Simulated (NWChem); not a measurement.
C2H4F2Si; SMILES FC(F)=C[SiH3]

All runs: NWChem. Pople sets run with spherical d functions. Each level has its own optimisation; frequencies are unscaled.

```json
[
 {"level": "Hartree-Fock/6-31G*", "r C–F (Å)": "1.303", "r C–C (Å)": "1.310", "r C–Si (Å)": "1.868", "r C–H (Å)": "1.076", "highest harmonic frequency (cm⁻¹)": "3363", "lowest (cm⁻¹)": "45", "zero-point energy (kcal/mol)": "35.5", "dipole (D)": "0.86"},
 {"level": "B3LYP/6-31G*", "r C–F (Å)": "1.326", "r C–C (Å)": "1.328", "r C–Si (Å)": "1.864", "r C–H (Å)": "1.087", "highest harmonic frequency (cm⁻¹)": "3199", "lowest (cm⁻¹)": "46", "zero-point energy (kcal/mol)": "32.9", "dipole (D)": "0.71"},
 {"level": "PBE-D3(BJ)/def2-SVP", "r C–F (Å)": "1.326", "r C–C (Å)": "?", "r C–Si (Å)": "1.869", "r C–H (Å)": "?", "highest harmonic frequency (cm⁻¹)": "?", "lowest (cm⁻¹)": "?", "zero-point energy (kcal/mol)": "?", "dipole (D)": "?"}
]
```

Question: Fill in the missing entries.

Answer: 
- PBE-D3(BJ)/def2-SVP, r C–C (Å): 1.341
- PBE-D3(BJ)/def2-SVP, r C–H (Å): 1.101
- PBE-D3(BJ)/def2-SVP, highest harmonic frequency (cm⁻¹): 3132
- PBE-D3(BJ)/def2-SVP, lowest (cm⁻¹): 15
- PBE-D3(BJ)/def2-SVP, zero-point energy (kcal/mol): 31.7
- PBE-D3(BJ)/def2-SVP, dipole (D): 0.59
